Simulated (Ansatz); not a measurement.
Problem. Name a neutral molecule of C, N, O, Si and H with size of the dipole moment (PBE/def2-TZVPP) between 1.00 and 1.30 D and size of the dipole moment (B3LYP/def2-TZVPP) between 1.25 and 1.55 D (Ansatz, PBE0-D4/def2-TZVP geometry).

Solution. `C[Si@H]1O[C@@H]1N` (1.22 D, 1.44 D); `OC1N=C1[SiH3]` (1.18 D, 1.27 D); `O[SiH2]C1=NC1` (1.28 D, 1.40 D); `C[SiH2]NCO` (1.28 D, 1.36 D); `NC(N)(O)[SiH3]` (1.05 D, 1.26 D); `C=N[SiH2]O[SiH3]` (1.29 D, 1.39 D). Other molecules can fit too; these were computed, each in one conformer that needn't be the lowest.

B3LYP here is the variant with VWN-RPA as its local correlation; programs differ in this.
